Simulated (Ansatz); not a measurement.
Cost and result for the atomization energy of CH3BFGa (7 atoms, 7 bonds).

Cartesian coordinates in Å:
```
F -0.710 0.845 -1.340
C -0.761 0.155 -0.117
B 0.403 0.086 0.742
Ga 0.983 -0.847 -1.388
H -1.739 -0.303 -0.023
H 1.434 0.630 0.384
H 0.390 -0.566 1.743
```

The species carries charge 0 and has multiplicity 1. Correlated methods include outer-core shells of Ga, which these sets cover unevenly. Scalar relativity is left out up to krypton. The bonds changed during the relaxation, so this is another structure than the one it started from. The geometry is a stationary point of PBE0-D4/def2-TZVP. Program: Ansatz. All runs use 2 threads of an Arm Neoverse V1 on a shared host. Times are those of one run each, without the atoms' runs, and a repeat can differ threefold. Electronic energies, without spin–orbit coupling; frozen cores. CCSD(T)/CBS adds CCSD(T) − MP2 in def2-TZVPP to the MP2 limit, and its time is that of the two runs behind it. T1 = 0.016. With those shells the extrapolation isn't a true limit.

CCSD(T)/CBS is a level of theory with its own doubt, some kJ/mol a heavy atom from the limit and from the frozen cores, so smaller differences don't rank the functionals.

```
                             level  functions  wall time  atomization (kJ/mol)  difference from CCSD(T)/CBS  per bond
   PBE-D4/def2-TZVPP (with forces)        183        3 s                2437.8                         86.0      12.3
               BHLYP-D4/def2-TZVPP        183      3.5 s                2273.6                        -78.2     -11.2
           CAM-B3LYP-D4/def2-TZVPP        183      3.9 s                2368.5                         16.7       2.4
                  CCSD(T)/def2-SVP         89      5.5 s                2233.8                       -118.0     -16.9
r2SCAN-D4/def2-TZVPP (with forces)        183        6 s                2382.5                         30.7       4.4
               PBE-QIDH/def2-TZVPP        183      6.5 s                2342.3                         -9.5      -1.4
                 B2PLYP/def2-TZVPP        183      6.5 s                2334.5                        -17.3      -2.5
                ωB97X-V/def2-TZVPP        183      9.5 s                2354.9                          3.1       0.4
                 B97M-V/def2-TZVPP        183       11 s                2372.3                         20.5       2.9
  ωB97M-V/def2-TZVPP (with forces)        183       13 s                2367.6                         15.8       2.2
                    MP2/def2-QZVPP        350       22 s                2380.0                         28.2       4.0
                CCSD(T)/def2-TZVPP        183       75 s                2293.2                        -58.6      -8.4
                 CCSD(T)/CBS(def2)          –       96 s                2351.8                          0.0       0.0
```

The D4 term adds +21.8 kJ/mol with B3LYP and +11.0 kJ/mol with PBE0; it sums over pairs of atoms, weighted by their polarisabilities, and B3LYP, whose exchange is more repulsive, gets the larger term. Leaving LDA and LC-ωPBE aside and taking each functional with its dispersion term where it has one, the values spread over 164.2 kJ/mol, from BHLYP-D4 to PBE-D4. LDA lies +328.1 kJ/mol from PBE without D4, its usual overbinding. From PBE to PBE0 (25 % exact exchange), in def2-TZVPP and without D4, the atomization energy moves by −63.1 kJ/mol: exact exchange takes away binding that semilocal exchange gives to molecules.

B3LYP here is the variant with VWN-RPA as its local correlation; programs differ in this.
